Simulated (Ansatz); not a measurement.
A nudged elastic band was laid between two geometries of C2H8B2 (12 atoms, charge 0, multiplicity 1).

Theory: Ansatz 0.2.0, RKS r2SCAN-D4/def2-SVP.

- movable images: 7
- climbing image: yes
- spring: 5.0 eV/Å²
- optimiser: quadratic models (default)
- start path: IDPP
- force threshold: 0.03 eV/Å
- iteration limit: 60
- end points: relaxed

Initial state:

```xyz
12
Properties=species:S:1:pos:R:3
B -1.042 1.650 0.191
C 0.361 0.989 0.234
B 0.145 -0.554 0.432
C 0.523 -1.633 -0.632
H -1.737 1.664 1.181
H -1.481 2.128 -0.831
H 0.799 1.294 1.207
H 1.017 1.235 -0.614
H -0.363 -0.926 1.471
H 1.173 -2.402 -0.177
H -0.394 -2.187 -0.912
H 1.000 -1.257 -1.550
```

Final state:

```xyz
12
Properties=species:S:1:pos:R:3
B -0.660 1.850 0.196
C 0.484 0.833 0.447
B -0.137 -0.606 0.345
C 0.273 -1.646 -0.746
H -1.558 1.965 1.000
H -0.701 2.515 -0.814
H 0.721 0.918 1.529
H 1.372 0.970 -0.186
H -0.959 -0.931 1.178
H 0.874 -1.251 -1.579
H 0.884 -2.415 -0.230
H -0.594 -2.202 -1.140
```

What changes between the two ends?

No bond is made or broken. The dihedral C2–B3–C4–H12 goes from 2 to -139°.

Give the energies along the band, and the barrier.

It converged. The highest image is number 4 of 0 to 8, 1.7 kJ/mol above the ends, which have the same energy within 2 meV. A vibrational analysis at the climbing image gives one clearly imaginary mode, 134i cm⁻¹: a first-order saddle point.

```csv
image,path coordinate (Å),energy (kJ/mol),dihedral C2–B3–C4–H12 (°)
0,0.00,0.0,2
1,0.46,0.0,-11
2,0.91,0.3,-25
3,1.37,1.2,-41
4,1.83,1.7,-58
5,2.36,0.8,-79
6,2.89,0.0,-99
7,3.41,0.0,-119
8,3.94,0.0,-139
```

What is the geometry of the highest image?


```xyz
12
Properties=species:S:1:pos:R:3
B -0.650 1.837 0.170
C 0.488 0.813 0.412
B -0.154 -0.623 0.401
C 0.255 -1.684 -0.673
H -1.512 1.996 1.004
H -0.722 2.466 -0.862
H 0.767 0.925 1.482
H 1.359 0.911 -0.253
H -0.988 -0.874 1.248
H 1.350 -1.835 -0.663
H -0.237 -2.663 -0.590
H 0.046 -1.269 -1.678
```

What are the harmonic wavenumbers there?

134i, 71, 177, 253, 352, 550, 696, 736, 791, 839, 961, 980, 1024, 1049, 1067, 1115, 1223, 1238, 1309, 1393, 1423, 1433, 2551, 2571, 2642, 2998, 3014, 3088, 3122, 3146 cm⁻¹.

Run time: 2.4 min on 2 threads of Arm Neoverse V1, on a shared host, peak memory 0.14 GiB.
